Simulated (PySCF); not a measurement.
**Dy (dysprosium, neutral): r2SCAN calculation**

Configuration: [Xe] 4f10 6s2, one real determinant. Computed with PySCF 2.14 in ANO-RCC-VTZP (8s7p5d3f2g1h, 104 functions), with scalar relativity by spin-free X2C-1e.

| Quantity | Value |
| --- | --- |
| Total energy | -12156.48 hartree |
| One-electron energy | -16647.56 hartree |
| Hartree (Coulomb) energy | 4758.51 hartree |
| Exchange-correlation energy | -267.43 hartree |
| ⟨S²⟩ | 6.0068 |
| ⟨L²⟩ | 34.018 |
| Sum of ⟨r⟩ | 44.22 bohr |
| Sum of ⟨r²⟩ | 79.41 bohr² |
| Traceless quadrupole moment −½Σ⟨3z² − r²⟩ along its main axis | -0.0152 e·bohr² |
| Langevin diamagnetic susceptibility | -62.9 ×10⁻⁶ cm³/mol |
| Time after the integrals | roughly 18 core-seconds |

```
shell  electrons  mean orbital energy (hartree)  spread (hartree)  rms radius, mean of both spins (bohr)
 1s α          1                    -1968.94936                 0                                 0.0240
 1s β          1                    -1968.94857                 0                                 0.0240
 2s α          1                     -328.71021                 0                                 0.0971
 2s β          1                     -328.70875                 0                                 0.0971
 2p α          3                     -292.16901           0.00219                                 0.0874
 2p β          3                     -292.16730           0.00213                                 0.0874
 3s α          1                      -73.51477                 0                                  0.250
 3s β          1                      -73.44324                 0                                  0.250
 3p α          3                      -62.18302           0.01282                                  0.251
 3p β          3                      -62.11116           0.00856                                  0.251
 3d α          5                      -47.30287           0.01616                                  0.230
 3d β          5                      -47.24631           0.00762                                  0.230
 4s α          1                      -14.75197                 0                                  0.564
 4s β          1                      -14.56818                 0                                  0.564
 4p α          3                      -10.98851           0.02061                                  0.599
 4p β          3                      -10.80700           0.00844                                  0.599
 4d α          5                       -5.77224           0.03352                                  0.658
 4d β          5                       -5.59487           0.01010                                  0.658
 5s α          1                       -1.87471                 0                                   1.39
 5s β          1                       -1.79168                 0                                   1.39
 5p α          3                       -0.98613           0.00814                                   1.65
 5p β          3                       -0.92832           0.00230                                   1.65
 4f α          7                       -0.16036           0.05590                                   1.01
 6s α          1                       -0.14208                 0                                   4.51
 6s β          1                       -0.13598                 0                                   4.51
 4f β          3                       -0.07530           0.00662                                   1.01
```

⟨L²⟩ = 34.02 against 42 for a pure I term, so this real determinant mixes terms. Spin-orbit coupling, absent here, splits the open shell strongly.

Densities and radii are taken from the X2C orbitals without a picture-change correction, which distorts them close to the nucleus.
